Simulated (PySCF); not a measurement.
GaCl₃, SMILES [Cl][Ga]([Cl])[Cl]. The structure is a stationary point at B3LYP-D3(BJ)/def2-SVP. The isomer is the one that the SMILES or the coordinates give; other isomers of the formula were not compared.

Computed equilibrium geometry at B3LYP-D3(BJ)/def2-SVP (PySCF confirms it by a frequency run) as a Z-matrix, and its point group:
point group D3h.
```
Ga
Cl 1 2.1345
Cl 1 2.1345 2 120.00
Cl 1 2.1345 2 120.00 3 180.00
```
Charge 0, spin multiplicity 1.
